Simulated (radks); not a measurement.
Values are calculated unless marked as measured or tabulated.
Effect of the nuclear size on neutral neodymium, [Xe] 4f4 6s2. Code: a radial shooting solver on a logarithmic mesh with Libxc functionals. Model: Dirac Kohn-Sham, exchange-only LDA, spin-unpolarised, spherical densities, finite nucleus; open shells fill j = l - 1/2 first; Fermi nuclear charge, rms radius 4.9123 fm. The rms radius is varied about that value; shifts are against it.

rms radius (fm)  total energy shift (eV)  density at nucleus (e/bohr^3)  1s1/2 shift (meV)  2s1/2 shift (meV)  5s1/2 shift (meV)  5p1/2 shift (meV)  6s1/2 shift (meV)  4f5/2 shift (meV)  6p1/2 (empty) shift (meV)
4.1656                             -3.65                      4.687e+05              -1510               -188              -1.37              0.191             -0.062              0.291                      0.051
4.4997                             -2.07                      4.607e+05               -859               -107             -0.780              0.109             -0.035              0.165                      0.029
4.9123                                 0                      4.518e+05              0.000              0.000              0.000              0.000              0.000              0.000                      0.000
5.3151                              2.16                      4.439e+05                895                111              0.812             -0.113              0.036             -0.172                     -0.030
6.0372                              6.36                      4.315e+05               2640                328               2.39             -0.333              0.107             -0.507                     -0.089

Slopes of the eigenvalues against <r^2> in GHz/fm^2, as finite differences over the two radii next to the reference (eigenvalue slopes, not the field-shift constants of lines): 1s1/2 53000, 2s1/2 6590, 5s1/2 48.1, 5p1/2 -6.70, 6s1/2 2.16, 4f5/2 -10.2, 6p1/2 (empty) -1.79.
